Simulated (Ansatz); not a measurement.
Reaction (ligand exchange at the Si–C bond): `BOC[SiH](F)F` + `C=C=N` → `C=C=N[SiH](F)F` + `BOC`

Computed with Ansatz on PBE0-D4/def2-TZVP structures; ΔE is electronic, products minus reactants. CBS: MP2 limit from def2 TZ/QZ plus the TZ coupled-cluster correction, frozen cores. This one scheme is used for every species. Functionals use def2-TZVPP. Each species was taken in one conformer, which may not be the lowest.

**Question.** Is it downhill or uphill in electronic energy at CCSD(T)/CBS, and by how much? (Estimate.)

**Answer.** Ansatz gave: Downhill: ΔE = -21.7 kcal/mol.

**Question.** What do these levels give: PBE-D4, B2PLYP, PBE, r2SCAN, HF/def2-TZVPP, MP2/def2-TZVPP, SCS-MP2/def2-TZVPP, CCSD(T)/def2-TZVPP, MP2/def2-QZVPP, SCS-MP2/def2-QZVPP, MP2/CBS(def2), CCSD/CBS(def2)? (Estimate.)

**Answer.** Ansatz gave: PBE-D4 -19.6, B2PLYP -22.7, PBE -19.8, r2SCAN -22.1, HF/def2-TZVPP -25.7, MP2/def2-TZVPP -23.2, SCS-MP2/def2-TZVPP -23.1, CCSD(T)/def2-TZVPP -21.5, MP2/def2-QZVPP -23.5, SCS-MP2/def2-QZVPP -23.3, MP2/CBS(def2) -23.4, CCSD/CBS(def2) -22.1 kcal/mol.

Largest T1 diagnostic among the species: 0.015.

From PBE to PBE0 (25 % exact exchange), in def2-TZVPP and without D4, ΔE moves by −1.4 kcal/mol. In def2-TZVPP, CCSD(T) changes the Hartree–Fock value by +4.2 kcal/mol (the triples alone add +0.3 kcal/mol) and MP2 by +2.5 kcal/mol.
